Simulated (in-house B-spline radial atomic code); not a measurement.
Atomic self-consistent-field run: the calcium ion Ca³⁺ (with a hole in an inner shell). Method: Dirac-Kohn-Sham PBE, spherical fractional occupations, Fermi nucleus of rms radius 3.4776 fm. Calculated with a radial B-spline atomic code at the basis-set limit.

In the input, a minus or plus after the letter marks the j = l - 1/2 or j = l + 1/2 subshell.

Command:
```bash
python run_scf.py task.json out
```
Settings (nuclear radius in fm, mass in u):
```
Z                20
configuration    1s2 2s2 2p-2 2p+3 3s2 3p6
hamiltonian      dirac
method           pbe,pbe
spin_polarised   False
nucleus          fermi
rms_radius       3.4776
atomic_mass      39.96259
speed_of_light   137.035999084
```

Output (hartree, bohr):
```
 radial grid: 68 intervals, B-splines of order 8, outer radius 18.6486 bohr

 iter        energy (Eh)    residual
    1        -659.679851    4.19e-01
    2        -664.579072    2.79e-01
    3        -665.777099    7.94e-02
    4        -665.892958    2.11e-02
    5        -665.899990    9.92e-03
    6        -665.902324    3.30e-04
    7        -665.902326    3.78e-05
    8        -665.902326    3.10e-07
    9        -665.902326    2.77e-09

 total energy                      -665.90233
 kinetic                             671.3824
 electron-nucleus                  -1553.5115
 Hartree                             250.0354
 exchange-correlation                -33.8087

 first-order corrections (not in the total)
   Gaunt                             0.2009
   retardation                      -0.0157
   frequency dependence             -0.0002
   self-energy                       0.1365
   Uehling                          -0.0100
   Wichmann-Kroll                    0.0000
   recoil                            0.0075

 orbital      occ     eigenvalue          <r>       <r^2>       <1/r>     <1/r^3>       r_max    small
 1s1/2      2.000      -148.2685    0.0768001  0.00793208     19.7483           -     0.05027  5.11e-03
 2s1/2      2.000       -17.5694     0.357853    0.151436     4.13275           -      0.2967  8.91e-04
 2p1/2      2.000       -14.8627     0.317933    0.124684      4.0622           -      0.2414  8.69e-04
 2p3/2      3.000       -14.7201     0.320342    0.126441     4.02017     193.186      0.2434  8.62e-04
 3s1/2      2.000        -3.0778      1.08428        1.35     1.29676           -      0.9488  1.92e-04
 3p1/2      2.000        -2.3537      1.14467     1.53015     1.19488           -      0.9741  1.68e-04
 3p3/2      4.000        -2.3361       1.1509      1.5466     1.18633     24.0664      0.9794  1.67e-04
```

Time taken, with all properties: 0.46 s on 1 thread of Arm Neoverse V2 (shared host).

For the Dirac Hamiltonian the kinetic term is c α·p + (β - 1)c².
